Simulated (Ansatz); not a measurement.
C₂H₅ClSi₂, SMILES ClC1=C[SiH2][SiH2]1.

Geometry: r2SCAN-D4/def2-SVP. The structure was generated by enumeration, and PubChem lists no compound with its InChIKey, so it may never have been made.

Two levels are set side by side: PBE/def2-TZVPD (Ansatz, a program for electronic structure) and CAM-B3LYP/def2-TZVPD (Ansatz). Energy differences of separate SCF runs at the same geometry; the states with an electron removed or added have multiplicity 2 and 2. Differences are taken from unrounded values.

```json
[
 {"quantity": "vertical ionisation energy (eV)", "CAM-B3LYP": "9.64"},
 {"quantity": "vertical singlet–triplet gap (eV)", "CAM-B3LYP": "3.90"}
]
```

Question: What does PBE give, and how far is it from CAM-B3LYP? (An estimate is asked for; the answer gives what the named calculation found.)

Answer: 
| quantity | PBE | PBE minus CAM-B3LYP |
|---|---|---|
| vertical ionisation energy (eV) | 9.31 | -0.33 |
| vertical singlet–triplet gap (eV) | 3.88 | -0.02 |
